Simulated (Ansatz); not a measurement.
`Cl[SiH2]S[SiH2]Cl` + `COC=O` → `O=COC[SiH2]Cl` + `S[SiH2]Cl`  (formal exchange of groups at the Si–S bond)

Computed with Ansatz on PBE0-D4/def2-TZVP structures; ΔE is electronic, products minus reactants. CCSD(T)/CBS is the MP2 limit (def2-TZVPP, def2-QZVPP) plus CCSD(T) − MP2 in def2-TZVPP, frozen cores. DFT in def2-TZVPP. B3LYP here is the variant with VWN-RPA as its local correlation; programs differ in this. Each species was taken in one conformer, which may not be the lowest.

```
             level  ΔE (kJ/mol)  difference from CCSD(T)/CBS
            PBE-D4         82.2                         -1.2
         r2SCAN-D4         83.3                         -0.1
           PBE0-D4         84.8                          1.4
           ωB97M-V         80.8                         -2.6
            r2SCAN         82.5                         -0.9
              PBE0         80.8                         -2.6
             B3LYP         74.8                         -8.6
     HF/def2-TZVPP         79.9                         -3.5
    MP2/def2-TZVPP         87.4                          4.0
SCS-MP2/def2-TZVPP         83.6                          0.2
   CCSD/def2-TZVPP         78.1                         -5.3
CCSD(T)/def2-TZVPP         79.4                         -4.0
    MP2/def2-QZVPP         89.6                          6.2
      HF/CBS(def2)         79.5                         -3.9
     MP2/CBS(def2)         91.4                          8.0
    CCSD/CBS(def2)         82.2                         -1.2
       CCSD(T)/CBS         83.4                            0
```

Largest T1 diagnostic among the species: 0.015.

From PBE to PBE0 (25 % exact exchange), in def2-TZVPP and without D4, ΔE moves by +3.0 kJ/mol. The D4 term adds +7.5 kJ/mol with B3LYP and +4.0 kJ/mol with PBE0; it sums over pairs of atoms, weighted by their polarisabilities, and B3LYP, whose exchange is more repulsive, gets the larger term.
